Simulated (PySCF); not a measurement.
## How methods differ on the excitation energy of Si

Si [Ne] 3s2 3p2 (3P) → Si [Ne] 3s2 3p1 4s1 (3P), as a difference of total energies. Computed with PySCF 2.14 in aug-cc-pVDZ-DK (5s4p2d, 27 functions), with the spin-free X2C one-electron Hamiltonian (Gaussian nucleus). Correlated levels: valence: [Ne] frozen. The calculations carry no spin-orbit coupling.

```json
{"method": "UHF", "excitation energy (eV)": "4.906"}
{"method": "LDA", "excitation energy (eV)": "4.986"}
{"method": "PBE", "excitation energy (eV)": "5.001"}
{"method": "PBE0", "excitation energy (eV)": "5.081"}
{"method": "r2SCAN", "excitation energy (eV)": "5.277"}
{"method": "B2PLYP", "excitation energy (eV)": "4.996"}
{"method": "wB97X-V", "excitation energy (eV)": "5.172"}
{"method": "BHandHLYP", "excitation energy (eV)": "5.040"}
{"method": "MN15", "excitation energy (eV)": "5.059"}
{"method": "MP2 (valence)", "excitation energy (eV)": "5.001"}
{"method": "SCS-MP2 (valence)", "excitation energy (eV)": "4.970"}
```

How much does correlation contribute at MP2 (valence)?

5.001 − (4.906) = 0.095 eV, measured against UHF.

The promoted electron is Rydberg-like, and one or two diffuse shells describe it only roughly, which tends to raise the upper state.
